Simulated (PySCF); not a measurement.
# Correlation energy of P (phosphorus, neutral)

[Ne] 3s1 3p4, high-spin 4P determinant (an excited configuration). Calculation: PySCF 2.14, in dyall-av3z; scalar relativity by spin-free X2C-1e. Frozen: [Ne]; 5 electrons correlated; the 26 highest virtual orbitals of each spin left out.

```tsv
level	correlation energy (mhartree)
CCSD	-113.35
(T)	-10.03
CCSD(T)	-123.38
```

Diagnostics: T1 = 0.038, D1 = 0.1131, largest double amplitude 0.223.

Question: Is a single reference adequate?

Answer: Not fully. T1 exceeds 0.03, a sign that the reference determinant is poor. A double-excitation amplitude exceeds 0.15, a sign of near-degeneracy.
